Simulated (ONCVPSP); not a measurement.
Varying the ONCV potential for Se (Z = 34)

Base potential:

selenium (Se), optimised norm-conserving Vanderbilt (ONCV), made with ONCVPSP 4.0.1 (LDA (Perdew-Zunger), scalar-relativistic). Core [Ar] 3d10, reference 4s2 4p4. Waves: 4s: rc 1.20 bohr, ncon 3, nbas 7, qcut 4.5 1/bohr, 2 projectors, debl 2.7 Ha; 4p: rc 1.30 bohr, ncon 4, nbas 7, qcut 5.7 1/bohr, 3 projectors, debl 1.9 Ha. Local part: polynomial inside 0.80 bohr (lpopt 3, dvloc0 2 Ha). Core correction: none.

All-electron outer shells of the reference configuration (LDA (Perdew-Zunger), scalar-relativistic, ld1.x):

```csv
shell,level (eV),outermost node (bohr),outermost maximum (bohr)
3p,-152.70,0.21,0.50
3d,-53.39,–,0.45
4s,-17.49,0.70,1.51
4p,-6.66,0.74,1.80
```

Cutoffs, loose and tight: the cutoffs (Ha) at which the residual kinetic energy of the hardest occupied pseudo-wave falls to 1 and 0.1 mHa per electron. They do not see the model core or the augmentation charge, which bear on the density cutoff. Test errors are all-electron minus pseudo excitation energies from the reference, over the configurations 4s2 4p3; 4s2 4p2; 4s2 4p1; 4s1 4p4. A dash means not determined; rows that change the core or the reference have their own tests.

A true bound ghost makes a file unfit for plane-wave use even where its test errors are small: the radial tests pick states by their node count and pass the ghost by.

| change | outcome | cutoff, loose | cutoff, tight | bound ghosts | GHOST(+) flags above zero | largest test error (meV) |
| --- | --- | --- | --- | --- | --- | --- |
| base | generated | 71 Ha | 101 Ha | s, p | s | +47 |
| p: qcut 3.3 | generated | 70 Ha | 101 Ha | s, p | s, p | +47 |
| p: qcut 4.2 | generated | 71 Ha | 101 Ha | s, p | s, p | +47 |
| p: qcut 4.9 | generated | 72 Ha | 101 Ha | s, p | s, p | +47 |
| p: qcut 5.2 | generated | 72 Ha | 101 Ha | s, p | s, p | +47 |
| p: qcut 5.8 | generated | 70 Ha | 101 Ha | s, p | s | +47 |
| p: qcut 7.4 | generated | 30 Ha | 101 Ha | s, p | s, p | +46 |
| p: qcut 8 | generated | 30 Ha | 101 Ha | s, p | s, p | +46 |

(1) What comes out with this change to the base: p: qcut 8.6?

(2) What comes out with this change to the base: p: qcut 6.7?

Answers

(1) outcome: generated; cutoff, loose: 32 Ha; cutoff, tight: 101 Ha; bound ghosts: s, p; GHOST(+) flags above zero: s; largest test error (meV): +46.

(2) outcome: generated; cutoff, loose: 49 Ha; cutoff, tight: 101 Ha; bound ghosts: s, p; GHOST(+) flags above zero: s; largest test error (meV): +46.

Reading the sweep of the qcut of the p channel (base included, trends over the rows without a ghost): Bound ghosts are found at 3.3, 4.2, 4.9, 5.2, 5.7, 5.8, 6.7, 7.4, 8, 8.6 1/bohr. Every judged row has one, so this setting neither creates nor removes them.
